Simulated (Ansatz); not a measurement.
Species: C3H9OSi, charge -1, multiplicity 1. It need not be the lowest isomer of its formula. Whether it binds its extra electron was not tested at this geometry. 
Coordinates optimised at B3LYP-D3(BJ)/def2-TZVP (Ansatz, a first-principles code):
```
Si
O 1 1.7263
H 2 0.9638 1 103.97
C 1 1.7564 2 116.74 3 0.00
H 4 1.0872 1 122.73 2 88.25
H 4 1.0872 5 114.46 1 176.76
C 1 1.9071 2 101.44 3 125.10
H 7 1.0934 1 111.37 2 161.88
H 7 1.0947 8 107.71 1 -120.49
H 7 1.0951 8 108.57 9 -116.24
C 1 1.9071 2 101.44 3 -125.10
H 11 1.0934 1 111.37 2 -161.88
H 11 1.0947 12 107.71 1 120.49
H 11 1.0951 12 108.57 13 116.24
```
Charge -1, spin multiplicity 1.

Total electronic energies in hartree. Valence correlation only, unless marked. No spin-orbit coupling. Non-relativistic. Basis-set limits of correlation are two-point, X^-3; Hartree-Fock from the larger set. [CCSD(T)-MP2]/basis is that difference in the basis named.

```
level                                                                             program  energy (Eh)
-------------------------------------------------------------------------  --------------  -----------
HF/aug-cc-pV(T+d)Z                                                                 Ansatz   -482.75986
PBE/def2-TZVPD                                                                     Ansatz   -484.19749
revPBE-D4/def2-TZVPD                                                       Ansatz + dftd4   -484.51181
B3LYP-D3(BJ)/def2-TZVPD                                                    Ansatz + dftd3   -484.65253
B3LYP/def2-TZVPD                                                                   Ansatz   -484.63356
PBE0-D4/def2-TZVP                                                          Ansatz + dftd4   -484.25105
BHLYP-D4/def2-TZVPD                                                        Ansatz + dftd4   -484.49491
HSE06-D3(BJ)/def2-TZVPD                                                    Ansatz + dftd3   -484.23622
wB97X-V/def2-TZVPD                                                                 Ansatz   -484.49496
B2GP-PLYP/def2-TZVPD                                                               Ansatz   -484.23063
B2PLYP-D3(BJ)/def2-TZVPD                                                   Ansatz + dftd3   -484.31876
B2PLYP-D4/def2-TZVPD                                                       Ansatz + dftd4   -484.31839
MP2/STO-3G                                                                         Ansatz   -476.92405
MP2/cc-pVTZ                                                                        Ansatz   -483.66631
MP2/cc-pwCVTZ                                                                      Ansatz   -483.68688
MP2/cc-pV(Q+d)Z                                                                    Ansatz   -483.75919
RI-MP2/cc-pV(Q+d)Z                                                                 Ansatz   -483.75877
CCSD/cc-pV(T+d)Z                                                                   Ansatz   -483.71788
CCSD/cc-pVTZ                                                                       Ansatz   -483.71224
CCSD(T)/aug-cc-pV(D+d)Z                                                            Ansatz   -483.56612
CCSD(T)/aug-cc-pV(T+d)Z                                                            Ansatz   -483.78806
CCSD(T)/cc-pV(T+d)Z                                                                Ansatz   -483.75646
RI-MP2/CBS(aug-cc-pV(T+d)Z,aug-cc-pV(Q+d)Z)+[CCSD(T)-MP2]/aug-cc-pV(T+d)Z          Ansatz    -483.8955
```

Totals of different functionals don't rank their quality; only differences between species are comparable.
